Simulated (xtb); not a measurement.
xtb input for In(Me)2(Et) (C4H11In), SMILES [In]([CH3])([CH2]C)[CH3], GFN2-xTB. 

```
$ xtb mol.xyz --gfn 2 --sp --chrg 0 --uhf 0 --json
$ cat mol.xyz
16

In    -0.03534835     0.28595535     0.16547555
C      1.28977824     1.41715576    -1.26358617
H      2.31643510     1.06316819    -1.17157308
H      1.26475257     2.48632228    -1.05868766
H      0.95659199     1.24317895    -2.28665275
C     -1.22923122     1.21407756     1.83728708
H     -2.03382081     0.53187421     2.11214824
H     -1.65808849     2.16879433     1.53607834
H     -0.59664948     1.37536877     2.70982246
C     -0.20222022    -1.96040280    -0.06585002
C      0.31400378    -2.43117785    -1.41849086
H     -1.25187349    -2.23793288     0.06455860
H      0.36198148    -2.43290837     0.74322000
H      1.35365757    -2.13057053    -1.56011907
H     -0.27593866    -1.99805108    -2.22813714
H      0.26103825    -3.51897191    -1.50512015
```

It prints:

```
[banner left out]
          |                Calculation Setup                |
           -------------------------------------------------



           -------------------------------------------------
          |                 G F N 2 - x T B                 |
           -------------------------------------------------

        Reference                      10.1021/acs.jctc.8b01176
      * Hamiltonian:
        H0-scaling (s, p, d)           1.850000    2.230000    2.230000
        zeta-weighting                 0.500000
      * Dispersion:
        s8                             2.700000
        a1                             0.520000
        a2                             5.000000
        s9                             5.000000
      * Repulsion:
        kExp                           1.500000    1.000000
        rExp                           1.000000
      * Coulomb:
        alpha                          2.000000
        third order                    shell-resolved
        anisotropic                    true
        a3                             3.000000
        a5                             4.000000
        cn-shift                       1.200000
        cn-exp                         4.000000
        max-rad                        5.000000


          ...................................................
          :                      SETUP                      :
          :.................................................:
          :  # basis functions                  37          :
          :  # atomic orbitals                  36          :
          :  # shells                           22          :
          :  # electrons                        30          :
          :  max. iterations                   250          :
          :  Hamiltonian                  GFN2-xTB          :
          :  restarted?                      false          :
          :  GBSA solvation                  false          :
          :  PC potential                    false          :
          :  electronic temp.          300.0000000     K    :
          :  accuracy                    1.0000000          :
          :  -> integral cutoff          0.2500000E+02      :
          :  -> integral neglect         0.1000000E-07      :
          :  -> SCF convergence          0.1000000E-05 Eh   :
          :  -> wf. convergence          0.1000000E-03 e    :
          :  Broyden damping             0.4000000          :
          :  net charge                          0          :
          :  unpaired electrons                  0          :
          ...................................................

 iter      E             dE          RMSdq      gap      omega  full diag
   1    -15.4588214 -0.154588E+02  0.124E+01    3.20       0.0  T
   2    -15.5154787 -0.566573E-01  0.482E+00    3.47       1.0  T
   3    -15.5108659  0.461283E-02  0.360E+00    3.24       1.0  T
   4    -15.5172019 -0.633606E-02  0.168E+00    3.42       1.0  T
   5    -15.5195941 -0.239212E-02  0.210E-01    3.39       1.0  T
   6    -15.5196169 -0.228831E-04  0.152E-01    3.39       1.0  T
   7    -15.5196257 -0.879432E-05  0.103E-01    3.39       1.0  T
   8    -15.5196338 -0.803529E-05  0.638E-02    3.39       1.0  T
   9    -15.5196407 -0.697084E-05  0.203E-02    3.39       1.2  T
  10    -15.5196413 -0.561896E-06  0.350E-03    3.39       7.1  T
  11    -15.5196413 -0.121633E-07  0.834E-04    3.39      30.0  T
  12    -15.5196413 -0.235087E-09  0.109E-04    3.39     230.1  T

   *** convergence criteria satisfied after 12 iterations ***

         #    Occupation            Energy/Eh            Energy/eV
      -------------------------------------------------------------
         1        2.0000           -0.5944990             -16.1771
       ...           ...                  ...                  ...
         9        2.0000           -0.4569570             -12.4344
        10        2.0000           -0.4556551             -12.3990
        11        2.0000           -0.4548846             -12.3780
        12        2.0000           -0.4481278             -12.1942
        13        2.0000           -0.4267657             -11.6129
        14        2.0000           -0.3676272             -10.0036
        15        2.0000           -0.3543276              -9.6417 (HOMO)
        16                         -0.2297232              -6.2511 (LUMO)
        17                         -0.1441488              -3.9225
        18                         -0.0013035              -0.0355
        19                          0.0062934               0.1713
        20                          0.0164766               0.4484
       ...                                ...                  ...
        36                          0.9216515              25.0794
      -------------------------------------------------------------
                  HL-Gap            0.1246044 Eh            3.3907 eV
             Fermi-level           -0.2920254 Eh           -7.9464 eV

 SCC (total)                   0 d,  0 h,  0 min,  0.006 sec
 SCC setup                      ...        0 min,  0.000 sec (  1.323%)
 Dispersion                     ...        0 min,  0.000 sec (  0.863%)
 classical contributions        ...        0 min,  0.000 sec (  0.320%)
 integral evaluation            ...        0 min,  0.001 sec ( 16.456%)
 iterations                     ...        0 min,  0.003 sec ( 48.392%)
 molecular gradient             ...        0 min,  0.002 sec ( 31.110%)
 printout                       ...        0 min,  0.000 sec (  1.409%)

         :::::::::::::::::::::::::::::::::::::::::::::::::::::
         ::                     SUMMARY                     ::
         :::::::::::::::::::::::::::::::::::::::::::::::::::::
         :: total energy             -15.311923798433 Eh    ::
         :: gradient norm              0.000810107172 Eh/a0 ::
         :: HOMO-LUMO gap              3.390657789472 eV    ::
         ::.................................................::
         :: SCC energy               -15.519605647153 Eh    ::
         :: -> isotropic ES            0.012072281938 Eh    ::
         :: -> anisotropic ES          0.003995613059 Eh    ::
         :: -> anisotropic XC          0.008487232389 Eh    ::
         :: -> dispersion             -0.007659994099 Eh    ::
         :: repulsion energy           0.207681848720 Eh    ::
         :: add. restraining           0.000000000000 Eh    ::
         :: total charge               0.000000000000 e     ::
         :::::::::::::::::::::::::::::::::::::::::::::::::::::

           -------------------------------------------------
          |                Property Printout                |
           -------------------------------------------------

    * Orbital Energies and Occupations

         #    Occupation            Energy/Eh            Energy/eV
      -------------------------------------------------------------
         1        2.0000           -0.5944990             -16.1771
       ...           ...                  ...                  ...
         3        2.0000           -0.5622063             -15.2984
         4        2.0000           -0.5497613             -14.9598
         5        2.0000           -0.5125216             -13.9464
         6        2.0000           -0.4871952             -13.2573
         7        2.0000           -0.4722028             -12.8493
         8        2.0000           -0.4577805             -12.4568
         9        2.0000           -0.4569570             -12.4344
        10        2.0000           -0.4556551             -12.3990
        11        2.0000           -0.4548846             -12.3780
        12        2.0000           -0.4481278             -12.1942
        13        2.0000           -0.4267657             -11.6129
        14        2.0000           -0.3676272             -10.0036
        15        2.0000           -0.3543276              -9.6417 (HOMO)
        16                         -0.2297232              -6.2511 (LUMO)
        17                         -0.1441488              -3.9225
        18                         -0.0013035              -0.0355
        19                          0.0062934               0.1713
        20                          0.0164766               0.4484
        21                          0.0271724               0.7394
        22                          0.1046967               2.8489
        23                          0.1468455               3.9959
        24                          0.1658970               4.5143
        25                          0.1684430               4.5836
        26                          0.1930893               5.2542
       ...                                ...                  ...
        36                          0.9216515              25.0794
      -------------------------------------------------------------
                  HL-Gap            0.1246044 Eh            3.3907 eV
             Fermi-level           -0.2920254 Eh           -7.9464 eV

     #   Z          covCN         q      C6AA      α(0)
     1  49 In       2.547     0.126   280.070    31.808
     2   6 C        3.613    -0.177    24.546     7.152
     3   1 H        0.925     0.045     2.388     2.417
     4   1 H        0.925     0.044     2.398     2.421
     5   1 H        0.925     0.046     2.370     2.408
     6   6 C        3.612    -0.180    24.601     7.160
     7   1 H        0.925     0.049     2.330     2.387
     8   1 H        0.925     0.045     2.380     2.413
     9   1 H        0.925     0.044     2.398     2.422
    10   6 C        3.659    -0.127    23.244     6.919
    11   6 C        3.780    -0.092    22.280     6.724
    12   1 H        0.924     0.034     2.537     2.491
    13   1 H        0.924     0.030     2.585     2.514
    14   1 H        0.924     0.046     2.372     2.409
    15   1 H        0.924     0.037     2.489     2.467
    16   1 H        0.924     0.030     2.587     2.515

 Mol. C6AA /au·bohr⁶  :       2817.114442
 Mol. C8AA /au·bohr⁸  :     133654.301571
 Mol. α(0) /au        :         86.625983


Wiberg/Mayer (AO) data.
largest (>0.10) Wiberg bond orders for each atom

 ---------------------------------------------------------------------------
     #   Z sym  total        # sym  WBO       # sym  WBO       # sym  WBO
 ---------------------------------------------------------------------------
     1  49 In   2.701 --     2 C    0.768     6 C    0.767    10 C    0.695
     2   6 C    3.955 --     4 H    0.948     3 H    0.945     5 H    0.944
                             1 In   0.768    10 C    0.173     6 C    0.161
     3   1 H    0.998 --     2 C    0.945
     4   1 H    0.998 --     2 C    0.948
     5   1 H    0.998 --     2 C    0.944
     6   6 C    3.946 --     8 H    0.946     9 H    0.944     7 H    0.944
                             1 In   0.767    10 C    0.171     2 C    0.161
     7   1 H    0.997 --     6 C    0.944
     8   1 H    0.997 --     6 C    0.946
     9   1 H    0.998 --     6 C    0.944
    10   6 C    3.958 --    11 C    1.021    13 H    0.945    12 H    0.944
                             1 In   0.695     2 C    0.173     6 C    0.171
    11   6 C    3.998 --    10 C    1.021    16 H    0.976    15 H    0.973
                            14 H    0.969
    12   1 H    0.999 --    10 C    0.944
    13   1 H    0.999 --    10 C    0.945
    14   1 H    0.997 --    11 C    0.969
    15   1 H    0.998 --    11 C    0.973
    16   1 H    0.991 --    11 C    0.976
 ---------------------------------------------------------------------------

Topologies differ in total number of bonds
Writing topology from bond orders to xtbtopo.mol

molecular dipole:
                 x           y           z       tot (Debye)
 q only:        0.028       0.022      -0.062
   full:        0.027       0.009      -0.054       0.155
Note: The following floating-point exceptions are signalling: IEEE_UNDERFLOW_FLAG IEEE_DENORMAL
normal termination of xtb
molecular quadrupole (traceless):
                xx          xy          yy          xz          yz          zz
 q only:        0.141      -0.311      -0.535      -0.134       0.389       0.394
  q+dip:       -0.262       0.030       0.220      -1.188       0.320       0.042
   full:        1.169      -0.497      -1.305       2.109      -0.194       0.136


           -------------------------------------------------
          | TOTAL ENERGY              -15.311923798433 Eh   |
          | GRADIENT NORM               0.000810107172 Eh/α |
          | HOMO-LUMO GAP               3.390657789472 eV   |
           -------------------------------------------------

------------------------------------------------------------------------
------------------------------------------------------------------------
 total:
 SCF:
```

The run converged.

Cost: roughly 0.03 core-seconds.
